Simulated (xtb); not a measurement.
xtb input (GFN1-xTB):

```bash
xtb mol.xyz --gfn 1 --opt tight --chrg 0 --uhf 0
```
mol.xyz:
```
15

C      1.96671754     1.33625497    -0.10266147
C      0.67226136     1.05137167     0.07329669
B      0.06283582    -0.37103810    -0.07869627
C      0.92942526    -1.62546751    -0.45992008
C     -1.46269884    -0.60006360     0.14812497
C     -2.34504432     0.34948808     0.47654847
H      2.36276031     2.34008827     0.01059776
H      2.68782301     0.57203564    -0.36891582
H      0.03007771     1.88845091     0.33893809
H      1.99328536    -1.44854020    -0.61496062
H      0.82526941    -2.39366204     0.31556622
H      0.52843731    -2.08631819    -1.37051087
H     -1.85696247    -1.60940611     0.03354829
H     -3.39934275     0.13949351     0.62387808
H     -2.04949296     1.38354713     0.61300875
```

End of the output:

```
     5   6 C        6   6 C                                       1.3340237
     1   6 C        7   1 H                                       1.0839339
     1   6 C        8   1 H                                       1.0831401 (min)
     2   6 C        9   1 H                                       1.0883617
     4   6 C       10   1 H                                       1.0891372
     4   6 C       11   1 H                                       1.0922134
     4   6 C       12   1 H                                       1.0922134
     5   6 C       13   1 H                                       1.0889154
     6   6 C       14   1 H                                       1.0839869
     6   6 C       15   1 H                                       1.0831884

 * 3 distinct bonds (by element types)

   Z      Z             #   av. dist./Å        max./Å        min./Å
   1 H    6 C           9     1.0872323     1.0922134     1.0831401
   5 B    6 C           3     1.5621142     1.5771648     1.5532679
   6 C    6 C           2     1.3340378     1.3340518     1.3340237

optimized geometry written to: xtbopt.xyz

           -------------------------------------------------
          | TOTAL ENERGY              -16.785526002718 Eh   |
          | GRADIENT NORM               0.000072513082 Eh/α |
          | HOMO-LUMO GAP               3.491093304986 eV   |
           -------------------------------------------------

------------------------------------------------------------------------
------------------------------------------------------------------------
 total:
 SCF:
 ANC optimizer:
```
